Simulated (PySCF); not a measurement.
Si(F)2(OMe)(NH2) (CH₅F₂NOSi), SMILES F[Si](F)(OC)N. Atoms are numbered in the order given.

```xyz
11

C     -1.9336    -0.8609    -0.9245
O     -1.2273     0.2292    -0.3646
Si     0.3163     0.1777     0.1662
N      1.3685    -0.4699    -0.9994
F      0.6399     1.6871     0.6271
F      0.4884    -0.7340     1.4866
H     -1.2834    -1.4837    -1.5634
H     -2.3619    -1.5004    -0.1336
H     -2.7587    -0.4674    -1.5373
H      2.2362    -0.9171    -0.7227
H      1.4250    -0.0761    -1.9326
```

Geometry optimised at B3LYP-D3(BJ)/def2-SVP. The structure was generated by enumeration, and PubChem lists no compound with its InChIKey, so it may never have been made. One conformer was computed; it need not be the lowest.

Two levels are set side by side: PBE/pcSseg-1 (PySCF) and PBE0/pcSseg-1 (PySCF). GIAO shifts against CFCl3 (¹⁹F), H2O (¹⁷O), NH3 (¹⁵N), TMS (²⁹Si), TMS (¹H), TMS (¹³C) at the same level; non-relativistic, no solvent, atoms listed together averaged. Differences are taken from unrounded values.

| quantity | PBE0 | PBE | PBE minus PBE0 |
|---|---|---|---|
| δ(¹³C) of C1 (ppm) | 56.0 | 57.9 | 1.9 |
| δ(¹⁷O) of O2 (ppm) | 28.0 | 40.7 | 12.7 |
| δ(²⁹Si) of Si3 (ppm) | -68.3 | -67.6 | 0.6 |
| δ(¹⁵N) of N4 (ppm) | 16.7 | 19.9 | 3.2 |

Rough cost on one machine, each run with all the roots and properties that it gave: PBE0 against PBE within a factor of 2.
